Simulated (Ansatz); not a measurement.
A run for Ansatz (an electronic-structure program): R-PBE/def2-TZVPP on CNiO (SMILES [O+]#[C-]->[Ni]), 2S+1 = 1, a spin state set in the input, which need not be the lowest.

Ansatz 0.2 input:
```yaml
crystal:
  periodic: [false, false, false]
  atoms:
    - {symbol: Ni, position_ang: [-0.96423204, -0.76838680, -0.88054317]}
    - {symbol: O, position_ang: [0.82980020, 0.70705621, 0.73253665]}
    - {symbol: C, position_ang: [0.10136311, 0.10870219, 0.07768689]}
basis:
  gaussian:
    orbitals: def2-TZVPP
hamiltonian:
  xc: {name: PBE}
```

Program output:

```
WARN ansatz: RAYON_NUM_THREADS=1 ignored (pool sized by the plan → 1); use --threads N
Functional definition: PBE
integrals: 0.04 GiB planned
814 factors; their error is unknown
mean field: 0.33 GiB planned
mean field evaluation 1: about -44108.8210 eV, gradient 1.0e2 eV
mean field evaluation 2: about -43508.7789 eV, gradient 4.8e2 eV
mean field evaluation 4: about -44111.7071 eV, gradient 8.1e1 eV
mean field evaluation 8: about -44119.7700 eV, gradient 1.1e0 eV
mean field evaluation 16: about -44119.7563 eV, gradient 4.6e-3 eV
mean field evaluation 32: about -44108.9794 eV, gradient 1.5e1 eV
mean field -44119.75628913 eV, -1621.3711381808 hartree, gradient 8.5e-5 eV, S^2 0.000000; 1 other end points of the search recorded, 0 dependent functions left out
reference -44119.75632130 eV, -1621.3711393629 hartree; 21, 21 occupied and 105, 105 virtual orbitals, 814 factors
Total energy: -44119.75632130 eV, -1621.3711393629 hartree
```

The run converged.

Cost: around 1.7 core-seconds (rough).
